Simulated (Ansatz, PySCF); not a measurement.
Species: SeF3, net charge 0, doublet state. It need not be the lowest isomer of its formula. 
Structure (B3LYP-D3(BJ)/def2-TZVP (Ansatz, an electronic-structure program) minimum search):
```xyz
4

Se    -0.2516     0.1409    -0.0140
F     -1.0244    -1.4766     0.2643
F      0.7285     1.5734    -0.5414
F      1.2465    -0.6292     0.3300
```
Charge 0, spin multiplicity 2.

Dipole moments at this geometry, in debye (magnitudes).

```
level                 program  dipole (D)
--------------------  -------  ----------
HF/def2-TZVPD           PySCF        1.71
PBE/def2-TZVPD          PySCF        1.31
revPBE/def2-TZVPD      Ansatz        1.29
B97M-V/def2-TZVPD      Ansatz        1.36
B3LYP/def2-TZVPD       Ansatz        1.48
r2SCAN0/def2-TZVPD     Ansatz        1.45
M06-2X/def2-TZVPD       PySCF        1.49
HSE06/def2-TZVPD       Ansatz        1.43
CAM-B3LYP/def2-TZVPD   Ansatz        1.53
LC-wPBE/def2-TZVPD     Ansatz        1.47
wB97M-V/def2-TZVPD     Ansatz        1.48
wB97X-V/def2-TZVPD     Ansatz        1.45
CCSD(T)/aug-cc-pVDZ    Ansatz        1.49
```
